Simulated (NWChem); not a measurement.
System: CH₅ClGeO; SMILES [Cl][Ge@H]([OH])[CH3]

Here is an NWChem input.

```
start job
memory heap 200 mb stack 900 mb global 1100 mb
geometry units angstroms
  C     -1.804398    -0.984113     0.225255
  Ge    -0.052788    -0.104706     0.425790
  O      1.127756    -1.382220     0.249726
  Cl     0.328690     1.285740    -1.128188
  H     -1.888124    -1.384819    -0.781910
  H     -1.890015    -1.803112     0.932112
  H     -2.619381    -0.286027     0.392658
  H      0.207767     0.607919     1.746635
  H      2.032907    -1.145023     0.059170
end
basis spherical
  * library def2-svp
end
dft
  xc xpbe96 cpbe96
  disp vdw 4
  iterations 150
end
driver
  maxiter 120
end
task dft optimize
task dft freq
```

Parts of the log:

```
             Northwest Computational Chemistry Package (NWChem) 7.3.0
             --------------------------------------------------------

 C1  symmetry detected

                             Geometry "geometry" -> ""
                             -------------------------

 Output coordinates in angstroms (scale by  1.889725989 to convert to a.u.)

  No.       Tag          Charge          X              Y              Z
 ---- ---------------- ---------- -------------- -------------- --------------
    1 C                    6.0000    -1.42298970    -1.36165819    -0.46527872
    2 Ge                  32.0000     0.04385100    -0.29716233     0.30733728
    3 O                    8.0000     1.49357337    -0.86200190    -0.49015004
    4 Cl                  17.0000    -0.13257006     1.76435542    -0.15389295
    5 H                    1.0000    -1.50919492    -1.13258560    -1.52454785
    6 H                    1.0000    -1.20910058    -2.41998556    -0.35604935
    7 H                    1.0000    -2.36995259    -1.14063639     0.01841102
    8 H                    1.0000     0.25168448    -0.40948617     1.81217728
    9 H                    1.0000     2.27637374    -0.31618942    -0.45573122

 Effective nuclear repulsion energy (a.u.)     385.9867864125

                                Z-matrix (autoz)
                                --------

 Units are Angstrom for bonds and degrees for angles

[...]

      ----------------------
      Optimization converged
      ----------------------

  Step       Energy      Delta E   Gmax     Grms     Xrms     Xmax
  ---- ---------------- -------- -------- -------- -------- --------
@   23   -2652.48187066 -2.0D-08  0.00005  0.00001  0.00036  0.00102
                                     ok       ok       ok       ok

                                Z-matrix (autoz)
                                --------

 Units are Angstrom for bonds and degrees for angles

[...]

 Rotational Constants
 --------------------
 A=   0.171797 cm-1  (  0.247173 K)
 B=   0.090683 cm-1  (  0.130470 K)
 C=   0.069497 cm-1  (  0.099988 K)

 Temperature                      =   298.15K
 frequency scaling parameter      =   1.0000

 Zero-Point correction to Energy  =   36.247 kcal/mol  (  0.057763 au)
 Thermal correction to Energy     =   40.624 kcal/mol  (  0.064738 au)
 Thermal correction to Enthalpy   =   41.216 kcal/mol  (  0.065682 au)

 Total Entropy                    =   83.499 cal/mol-K
   - Translational                =   40.743 cal/mol-K (mol. weight = 141.9248)
   - Rotational                   =   26.790 cal/mol-K (symmetry #  =        1)
   - Vibrational                  =   15.966 cal/mol-K

 Cv (constant volume heat capacity) =   22.652 cal/mol-K
   - Translational                  =    2.979 cal/mol-K
   - Rotational                     =    2.979 cal/mol-K
   - Vibrational                    =   16.693 cal/mol-K

[normal modes left out]

 ----------------------------------------------------------------------------
 Normal Eigenvalue ||           Projected Infra Red Intensities
  Mode   [cm**-1]  || [atomic units] [(debye/angs)**2] [(KM/mol)] [arbitrary]
 ------ ---------- || -------------- ----------------- ---------- -----------
    1       -0.000 ||    0.000392           0.009         0.382       0.131
    2        0.000 ||    0.000240           0.006         0.234       0.080
    3        0.000 ||    0.000006           0.000         0.006       0.002
    4        0.000 ||    0.000045           0.001         0.044       0.015
    5        0.000 ||    0.000249           0.006         0.243       0.083
    6        0.000 ||    0.000301           0.007         0.293       0.100
    7       72.832 ||    0.000568           0.013         0.554       0.190
    8      144.169 ||    0.007654           0.177         7.461       2.554
    9      183.025 ||    0.007254           0.167         7.072       2.421
   10      200.593 ||    0.003562           0.082         3.472       1.188
   11      261.482 ||    0.104476           2.410       101.849      34.864
   12      398.377 ||    0.056965           1.314        55.532      19.009
   13      603.800 ||    0.011979           0.276        11.678       3.998
   14      626.623 ||    0.067866           1.566        66.159      22.647
   15      682.638 ||    0.106783           2.464       104.098      35.634
   16      704.823 ||    0.010215           0.236         9.958       3.409
   17      790.078 ||    0.059872           1.381        58.366      19.979
   18      820.533 ||    0.050997           1.177        49.715      17.018
   19      899.802 ||    0.098111           2.264        95.644      32.740
   20     1206.895 ||    0.008860           0.204         8.637       2.957
   21     1376.218 ||    0.004718           0.109         4.599       1.574
   22     1378.906 ||    0.003769           0.087         3.675       1.258
   23     2070.209 ||    0.137547           3.173       134.088      45.899
   24     2994.895 ||    0.000445           0.010         0.434       0.149
   25     3106.213 ||    0.000484           0.011         0.472       0.162
   26     3113.911 ||    0.000172           0.004         0.168       0.057
   27     3730.930 ||    0.065578           1.513        63.929      21.883
 ----------------------------------------------------------------------------
```

Level: PBE-D3(BJ)/def2-SVP.
